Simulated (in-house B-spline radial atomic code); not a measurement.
**CAM-B3LYP excitations of Kr VII (Kr6+)**

Method: CAM-B3LYP. Computed with an all-electron radial atomic-structure program (B-spline basis): linear response of the closed shell [Ar] 3d10 4s2 with the functional's adiabatic kernel; scalar-relativistic (spin-free one-electron X2C), finite nucleus, no spin-orbit coupling, no double excitations, S, P, D and F terms only; shells from n = 2 respond. Only terms of natural parity with L up to 3 were computed.

Command:
```bash
python run_td.py task.json out
```
Settings (radii: box in bohr, nucleus in fm):
```
Z                        36
electrons                30
configuration            [Ar] 3d10 4s2
hamiltonian              x2c
method                   camb3lyp
box_radius               14.35
rms_radius               4.1884
intervals                70
```

Cost of the run: 1.2 s on 1 thread of AMD EPYC 9R14 (Zen 4) (shared host).

The lowest states, in the order of their Tamm-Dancoff energies; the method's threshold (minus the highest occupied level) is 105.72 eV. Labels give the largest channel, * marks a mixed state, and oscillator strengths are full-response dipole values. Semilocal kernels can invert the small singlet-triplet splittings of Rydberg terms. Energies in eV:

```tsv
state	full response	Tamm-Dancoff	oscillator strength
4s → 4p 3P	15.296	15.485	-
4s → 4p 1P	21.651	22.388	1.54
4s → 4d 3D	?	?	-
4s → 4d 1D	44.92	44.96	-
4s → 5s 3S	53.69	53.69	-
4s → 5s 1S	55.09	55.13	-
4s → 5p 3P	60.36	60.37	-
4s → 5p 1P	61.04	61.09	0.087
4s → 4f 3F	64.09	64.10	-
4s → 4f 1F	65.10	65.10	-
4s → 5d 3D	70.59	70.60	-
4s → 5d 1D	71.05	71.05	-
4s → 6s 3S	75.01	75.02	-
4s → 6s 1S	75.46	75.47	-
4s → 6p 3P	?	?	-
4s → 6p 1P	78.37	78.38	0.042
4s → 5f 3F	79.72	79.73	-
4s → 5f 1F	80.05	80.05	-
```

Task: Where does 4s → 6p 3P lie?

Result: At 78.11 eV in full response, 78.11 eV in Tamm-Dancoff.

Task: Where does 4s → 4d 3D lie?

Result: At 42.45 eV in full response, 42.49 eV in Tamm-Dancoff.

Task: How large is the singlet-triplet splitting of 4s → 4p (P terms) in Tamm-Dancoff?

Result: 6.9 eV, from the unrounded values.

Task: What polarisabilities and dispersion coefficient does the method give?

Result: Dipole 2.705 bohr³, quadrupole 3.009 bohr⁵, C6 5.221 hartree·bohr⁶ for two such species.
